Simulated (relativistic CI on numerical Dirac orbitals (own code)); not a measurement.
## What each ingredient does to the levels of Hg⁴³⁺

Base calculation: Dirac-Coulomb-Breit CI, KLI orbitals optimised for each configuration, model QED (radiative potential, 1s self-energy scaled to tabulated hydrogen-like ionisation energies), unscaled Slater integrals.

CI space (outside the closed core [Ar] 3d10): 4s²4p⁶4d, 4s²4p⁶4f, 4s²4p⁵4d², 4s4p⁶4d², 4s²4p⁵4d4f, 4s4p⁶4d4f, 4s²4p⁶5s, 4s²4p⁶5p, 4s²4p⁶5d, 4p⁶4d²4f, 4s²4p⁵4d5s, 4s²4p⁶5f, 4s²4p⁵4d5p, 4s4p⁶4f5s, 4s²4p⁶5g, 4s4p⁶4d5s, 4s²4p⁵4d5d, 4p⁶4d³, 4p⁵4d⁴, 4p⁵4d³4f, 4p⁶4d4f², 4p⁶4f³, 4p⁵4d²4f², 4p⁵4d4f³, 4p⁶4f²5s, 4s4p⁶4f², 4s4p⁵4f³, 4s4p⁶4f5p, 4s4p⁵4f²5p, 4p⁶4f²5p. Double excitations out of closed p, d and f shells are left out; levels of such configurations are missing from the list, as are those of other unlisted configurations, and high levels can miss mixing partners. These lack a partner that the ground configuration has and come out too high: 4s²4p⁵4d5s, 4s²4p⁵4d5p, 4s²4p⁵4d5d, 4s²4p⁶5d, 4s²4p⁶5f.

Variants: (1) valence Slater integrals scaled by 0.9; (2) Breit term removed; (3) one mean potential for all configurations. Shifts of the energy above 4s²4p⁶4d ²D3/2, in eV, for the lowest level and the first level of each name with at least 55 % of one term (blank where a level changes its place among those of its configuration and J or its character, or is not in the variant):

| Level | Base | Δ(1) | Δ(2) | Δ(3) |
| --- | --- | --- | --- | --- |
| 4s²4p⁶4d ²D3/2 | 0.000 | 0.000 | 0.000 | 0.000 |
| 4s²4p⁶4d ²D5/2 | 29.170 | +0.004 | +0.594 | 0.000 |
| 4s²4p⁵4d² ⁴D°1/2 | 175.232 | +1.016 | +0.570 | -0.030 |
| 4s²4p⁵4d² ⁴G°9/2 | 203.935 | +0.778 | +1.255 | -0.031 |
| 4s²4p⁵4d² ²H°11/2 | 208.868 | +0.338 | +1.398 | -0.031 |
| 4s²4p⁵4d² ²G°9/2 | 218.093 | -0.595 | +1.285 | -0.031 |
| 4s²4p⁵4d² ⁴G°11/2 | 233.278 | +0.597 | +1.880 | -0.032 |
| 4s²4p⁵4d² ²P°1/2 | 238.493 | -2.203 | +1.201 | -0.033 |
| 4s²4p⁶4f ²F°5/2 | 260.380 | -2.315 | +1.174 | -0.117 |
| 4s²4p⁵4d4f ⁴G5/2 | 409.138 | +1.954 | +1.569 | -0.177 |
| 4s²4p⁵4d4f ⁴D1/2 | 419.854 | +1.010 | +1.484 | -0.170 |

At this charge energies of transitions that change n are usually good to better than 1 %, and those within a shell (Δn = 0) to a few per cent.

Ionisation energy from the two ground configurations alone: base 2113.03 eV; Breit term removed 2114.53 eV. The NIST ASD value (theoretical) is 2113 eV.

LS names give the leading component of a level, which can be under half, so a name can repeat, a term be missing and a line seem to break the LS rules.
